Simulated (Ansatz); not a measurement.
Species: C2H6ClSi (charge 0, doublet). It need not be the lowest isomer of its formula. 
Geometry from a B3LYP-D3(BJ)/def2-TZVP (Ansatz, a first-principles code) optimisation:
```xyz
10

Si    -0.0053     0.1952    -0.5747
Cl     0.0832     0.7695     1.4328
C     -1.6214    -0.7222    -0.8418
C      1.4814    -0.8952    -0.9292
H     -2.4776    -0.0928    -0.5995
H     -1.7076    -1.0403    -1.8829
H     -1.6544    -1.6099    -0.2033
H      1.4733    -1.2175    -1.9725
H      1.4514    -1.7830    -0.2907
H      2.4144    -0.3654    -0.7372
```
Charge 0, spin multiplicity 2.

Total electronic energies in hartree. Valence correlation only, unless marked. Open shells are spin-unrestricted. Spin-orbit coupling is left out. Non-relativistic. CBS(X,Y): correlation extrapolated as X^-3; Hartree-Fock from the larger set. The bracket is a focal-point correction in the basis named.

```json
[
 {"level": "revPBE/def2-TZVPD", "program": "Ansatz", "energy (Eh)": "-829.42941"},
 {"level": "r2SCAN-D4/def2-TZVPD", "program": "Ansatz + dftd4", "energy (Eh)": "-829.49563"},
 {"level": "PBE0/6-31G*", "program": "Ansatz", "energy (Eh)": "-829.13370"},
 {"level": "PBE0-D3(BJ)/def2-TZVPD", "program": "Ansatz + dftd3", "energy (Eh)": "-829.23379"},
 {"level": "r2SCANh/def2-TZVPD", "program": "Ansatz", "energy (Eh)": "-829.48848"},
 {"level": "HSE06/def2-TZVPD", "program": "Ansatz", "energy (Eh)": "-829.20673"},
 {"level": "CAM-B3LYP-D4/def2-TZVPD", "program": "Ansatz + dftd4", "energy (Eh)": "-829.57426"},
 {"level": "PBE-QIDH/def2-TZVPD", "program": "Ansatz", "energy (Eh)": "-829.04035"},
 {"level": "RI-MP2/CBS(cc-pV(T+d)Z,cc-pV(Q+d)Z)+[CCSD(T)-MP2]/cc-pV(T+d)Z", "program": "Ansatz", "energy (Eh)": "-828.5921"}
]
```

Totals of different functionals don't rank their quality; only differences between species are comparable.
